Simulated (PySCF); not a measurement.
Krypton: a sound run and one with changed settings

Sound run: Kr²⁺ [Ar] 3d10 4s2 4p4, Kr³⁺ [Ar] 3d10 4s2 4p3. Computed with PySCF 2.14 in Sapporo-DKH3-DZP-2012 (6s5p3d1f, 43 functions), with scalar relativity by spin-free X2C-1e. In the sound run the correlated levels freeze [Ar] 3d10. The sound run starts from symmetry-adapted Hartree-Fock orbitals and uses a fine grid where one is needed.

Changed run: no relativity, point nucleus. This setting is unsound on purpose.

| species | method | sound run (hartree) | changed run (hartree) | converged |
| --- | --- | --- | --- | --- |
| Kr²⁺ | UHF | -2786.77248 | -2726.38906 | yes |
| Kr²⁺ | BP86 | -2788.89467 | -2728.56480 | yes |
| Kr²⁺ | TPSS | -2788.45116 | -2728.11225 | yes |
| Kr²⁺ | MP2 | -2786.85048 | -2726.46776 | yes |
| Kr²⁺ | CCSD(T) | -2786.86697 | -2726.48518 | yes |
| Kr³⁺ | UHF | -2785.50708 | -2725.12346 | yes |
| Kr³⁺ | BP86 | -2787.57713 | -2727.24656 | yes |
| Kr³⁺ | TPSS | -2787.13920 | -2726.79959 | yes |
| Kr³⁺ | MP2 | -2785.56927 | -2725.18702 | yes |
| Kr³⁺ | CCSD(T) | -2785.58458 | -2725.20349 | yes |

Ionisation energy of Kr²⁺:

| method | sound run (eV) | changed run (eV) |
| --- | --- | --- |
| UHF | 34.433 | 34.439 |
| BP86 | 35.852 | 35.871 |
| TPSS | 35.700 | 35.719 |
| MP2 | 34.863 | 34.851 |
| SCS-MP2 | 34.880 | 34.865 |
| CCSD | 34.886 | 34.867 |
| CCSD(T) | 34.896 | 34.877 |

Most of the change in total energy is the relativistic energy itself. On top of that the contraction fixes the core shape for the Hamiltonian it was made with, so the changed run is not a good calculation with the other Hamiltonian either.

For comparison, NIST gives 35.838 ± 0.02 eV between the lowest levels.
